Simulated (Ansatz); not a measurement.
Geometry optimisation, RKS PBE-D4/def2-SVP (Ansatz 0.2.0).

input.yaml

```yaml
crystal:
  periodic: [false, false, false]
  atoms:
    - { symbol: "N", position_ang: [-0.73459, 1.14408, -0.57183] }
    - { symbol: Si, position_ang: [-0.37194, -0.48194, -1.04225] }
    - { symbol: C, position_ang: [0.57839, -1.08654, 0.33037] }
    - { symbol: O, position_ang: [1.24307, -2.39907, 0.14323] }
    - { symbol: H, position_ang: [-0.36786, 1.89713, -1.14249] }
    - { symbol: H, position_ang: [-1.70271, 1.36965, -0.37438] }
    - { symbol: H, position_ang: [-0.69466, -1.09551, -2.30222] }
    - { symbol: H, position_ang: [0.98149, -0.5743, 1.18341] }
    - { symbol: H, position_ang: [0.99934, -2.99368, 0.88216] }
    - { symbol: H, position_ang: [0.85281, -2.72346, -0.70682] }
total_charge: 1
basis:
  gaussian: { orbitals: def2-SVP }
hamiltonian:
  xc: pbe
  dispersion: d4
relax:
  f_tol: 0.015
  max_steps: 40
```

Run as:

```bash
$ ansatz run input.yaml --threads 1 --pin off --max-ram 2048MiB --backend cpu --events-out ev --progress --plain --runs-dir out
```

Question: Where does it end, and by what steps?

Answer: The run converged. Limits of this set-up: the dipole of an ion depends on the origin. After 18 steps the energy has fallen by 0.883 eV; H10 moved furthest, 1.03 Å.

```json
{"step": "0", "energy less start (eV)": "0.0000", "largest force component (eV/Å)": "2.620", "accepted": "yes"}
{"step": "1", "energy less start (eV)": "-0.3790", "largest force component (eV/Å)": "1.129", "accepted": "yes"}
{"step": "2", "energy less start (eV)": "-0.4392", "largest force component (eV/Å)": "0.447", "accepted": "yes"}
{"step": "3", "energy less start (eV)": "-0.4460", "largest force component (eV/Å)": "0.555", "accepted": "yes"}
{"step": "4", "energy less start (eV)": "-0.4728", "largest force component (eV/Å)": "0.394", "accepted": "yes"}
{"step": "5", "energy less start (eV)": "-0.4838", "largest force component (eV/Å)": "0.344", "accepted": "yes"}
{"step": "6", "energy less start (eV)": "-0.5052", "largest force component (eV/Å)": "0.527", "accepted": "yes"}
{"step": "7", "energy less start (eV)": "-0.5275", "largest force component (eV/Å)": "1.425", "accepted": "yes"}
{"step": "8", "energy less start (eV)": "-0.6469", "largest force component (eV/Å)": "0.675", "accepted": "yes"}
{"step": "9", "energy less start (eV)": "-0.7341", "largest force component (eV/Å)": "0.321", "accepted": "yes"}
{"step": "10", "energy less start (eV)": "-0.7634", "largest force component (eV/Å)": "0.419", "accepted": "yes"}
{"step": "11", "energy less start (eV)": "-0.7703", "largest force component (eV/Å)": "0.536", "accepted": "yes"}
{"step": "12", "energy less start (eV)": "-0.8242", "largest force component (eV/Å)": "0.723", "accepted": "yes"}
{"step": "13", "energy less start (eV)": "-0.7836", "largest force component (eV/Å)": "1.618", "accepted": "no"}
{"step": "14", "energy less start (eV)": "-0.8636", "largest force component (eV/Å)": "0.514", "accepted": "yes"}
{"step": "15", "energy less start (eV)": "-0.8801", "largest force component (eV/Å)": "0.241", "accepted": "yes"}
{"step": "16", "energy less start (eV)": "-0.8828", "largest force component (eV/Å)": "0.054", "accepted": "yes"}
{"step": "17", "energy less start (eV)": "-0.8830", "largest force component (eV/Å)": "0.020", "accepted": "yes"}
{"step": "18", "energy less start (eV)": "-0.8830", "largest force component (eV/Å)": "0.009", "accepted": "yes"}
```

```xyz
10
Properties=species:S:1:pos:R:3
N -0.921 1.255 -0.776
Si -0.530 -0.383 -0.836
C 0.732 -1.102 0.132
O 0.950 -2.557 -0.039
H -0.463 1.949 -0.180
H -1.666 1.653 -1.355
H -1.338 -1.196 -1.779
H 1.418 -0.664 0.868
H 0.767 -3.098 0.768
H 1.835 -2.800 -0.403
```

Run time: 57 s on 1 thread of Arm Neoverse V1 (shared host), peak memory 0.14 GiB.
